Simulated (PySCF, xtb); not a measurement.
Si(Cl)(NCO)(OH)2 (CH2ClNO3Si), SMILES Cl[Si](N=C=O)(O)O. The values are those of a single conformer.

Harmonic wavenumbers (cm⁻¹) from GFN2-xTB (xtb) at its own minimum, in rising order: 41, 70, 144, 173, 214, 254, 264, 276, 305, 491, 502, 521, 670, 796, 820, 913, 976, 1517, 2507, 3657, 3676.

What does PBE0-D3(BJ)/def2-SVP (PySCF) give at its own minimum? (The exact figures need the calculation; the answer reports its results.)

37, 47, 150, 173, 247, 271, 305, 326, 346, 527, 627, 632, 654, 796, 812, 928, 1009, 1568, 2498, 3935, 3940. Paired by order, the mean absolute difference is 55 cm⁻¹ and the zero-point energies are 26.9 and 28.3 kcal/mol.
